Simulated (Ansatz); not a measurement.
```xyz
8

C     1.0182    0.0000    0.0000
C     0.0000    1.0182    0.0000
C    -1.0182    0.0000    0.0000
C     0.0000   -1.0182    0.0000
F     2.3582    0.0000    0.0000
F     0.0000    2.3582    0.0000
F    -2.3582    0.0000    0.0000
F     0.0000   -2.3582    0.0000
```

Basis set: def2-TZVP. Charge 0. Computed with Ansatz (development build ahead of 0.2.0); the lowest solution found for each multiplicity.

(1) How do the multiplicities compare at this shape? Give, from the lowest of each method, PBE0 (unrestricted) for 1, 3; PBE0 (restricted) for 1, 3; HF (unrestricted) for 1, 3; HF (restricted) for 1, 3.

Results:

(1)

```json
{"method": "PBE0, unrestricted", "multiplicity": "1", "E (eV)": "0.000", "<S²>": "1.06"}
{"method": "PBE0, unrestricted", "multiplicity": "3", "E (eV)": "0.196", "<S²>": "2.01"}
{"method": "PBE0, restricted", "multiplicity": "1", "E (eV)": "0.929", "<S²>": "0.00"}
{"method": "PBE0, restricted", "multiplicity": "3", "E (eV)": "0.000", "<S²>": "2.00"}
{"method": "HF, unrestricted", "multiplicity": "1", "E (eV)": "0.000", "<S²>": "1.24"}
{"method": "HF, unrestricted", "multiplicity": "3", "E (eV)": "1.018", "<S²>": "2.02"}
{"method": "HF, restricted", "multiplicity": "1", "E (eV)": "1.506", "<S²>": "0.00"}
{"method": "HF, restricted", "multiplicity": "3", "E (eV)": "0.000", "<S²>": "2.00"}
```

Caution: other spin multiplicities may lie lower. Caution for PBE0, unrestricted, HF, unrestricted: the unrestricted determinant is a mixture of spin states. Caution for PBE0, restricted, HF, restricted: an unrestricted determinant lies well below.
